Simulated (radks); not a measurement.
Re, configuration [Xe] 4f14 5d6 6s1 (not the ground configuration). Calculated with a radial shooting solver on a logarithmic mesh with Libxc functionals: scalar-relativistic Kohn-Sham, PBE, spin-polarised, spherical densities, point nucleus; open shells are filled with parallel spins first (spin-orbit coupling, left out, can overturn this in heavy ions).

Unscreened Slater integrals over Kohn-Sham orbitals (eV). They are taken over the spin-up orbitals.

F0(5d,5d): 12.464
F2(5d,5d): 6.1934
F4(5d,5d): 4.0016
F0(5d,6s): 9.2555
G2(5d,6s): 2.7463
F0(5d,4f): 16.651
F2(5d,4f): 3.4777
F4(5d,4f): 1.5788
G1(5d,4f): 1.2543
G3(5d,4f): 1.0971
G5(5d,4f): 0.85584
F0(5d,5p): 15.039
F2(5d,5p): 6.8923
G1(5d,5p): 7.9609
G3(5d,5p): 4.8663
F0(6s,6s): 7.9643
F0(6s,4f): 10.533
G3(6s,4f): 0.27004
F0(6s,5p): 10.030
G1(6s,5p): 0.70344
F0(4f,4f): 43.057
F2(4f,4f): 20.907
F4(4f,4f): 13.210
F6(4f,4f): 9.5311
F0(4f,5p): 24.721
F2(4f,5p): 7.7833
G2(4f,5p): 3.3345
G4(4f,5p): 2.7078
F0(5p,5p): 20.120
F2(5p,5p): 10.816

Derived for the open shells (J is the average intra-shell exchange parameter used in DFT+U). 5d: Racah B = F2/49 - 5 F4/441 = 0.08103 eV, C = 35 F4/441 = 0.3176 eV, C/B = 3.92, F4/F2 = 0.646, J = (F2 + F4)/14 = 0.7282 eV.
